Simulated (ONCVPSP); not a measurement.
What one change does to a pseudopotential (calcium, ONCV)

* Element: calcium
* Generator: ONCVPSP 4.0.1
* Type: optimised norm-conserving Vanderbilt (ONCV)
* Functional: LDA (Perdew-Wang 92)
* Relativity: scalar-relativistic
* Frozen core: [Ne] 3s2
* Valence charge: 8
* Reference configuration: 3p6 3d1 4s1
* Partial waves: 4s: rc 3.50 bohr, ncon 4, nbas 8, qcut 2.4 1/bohr, 2 projectors, debl 2.6 Ha; 3p: rc 1.45 bohr, ncon 4, nbas 8, qcut 7.7 1/bohr, 1 projector; 3d: rc 3.40 bohr, ncon 3, nbas 7, qcut 5.3 1/bohr, 2 projectors, debl 2.9 Ha
* Local potential: polynomial inside 1.15 bohr (lpopt 5, dvloc0 -1 Ha)
* Core correction: none

Change: all radii scaled by about 1.15 (s 4.02, p 1.66, d 3.90 bohr); local potential polynomial inside 1.32 bohr (lpopt 5, dvloc0 -1 Ha).

Cutoffs: the cutoffs (Ha) at which the residual kinetic energy of the hardest occupied pseudo-wave falls to 1 and 0.1 mHa per electron; they do not see the model core or the augmentation charge, which bear on the density cutoff. Errors are all-electron minus pseudo energies relative to the spin-unpolarised reference configuration.

Question: Predict the effect on cutoff, ghosts and configuration errors.

Answer: The potential gets harder (14 Ha and 17 Ha → 15 Ha and 18 Ha); the bound ghosts move from s to d; the number of tests with a reliable result goes from 3 to 1.

```tsv
quantity	base	changed
cutoff, loose	14 Ha	15 Ha
cutoff, tight	17 Ha	18 Ha
loose cutoff by channel	s 1.8 Ha, p 14 Ha, d 8.6 Ha	s 1.6 Ha, p 15 Ha, d 7.8 Ha
bound ghosts	s	d
GHOST(+) flags under 300 eV	d at 15.4 eV, s at 85.7 eV	s at 12.4 eV, d at 57.5 eV, s at 81.2 eV
tests with a reliable result	3 of 4	1 of 4
error for 3p6 3d0.5 4s1.5, meV [ΔE -1.22 eV]	+11	-3.6
```

 A true bound ghost makes a file unfit for plane-wave use even where its test errors are small: the radial tests pick states by their node count and pass the ghost by.
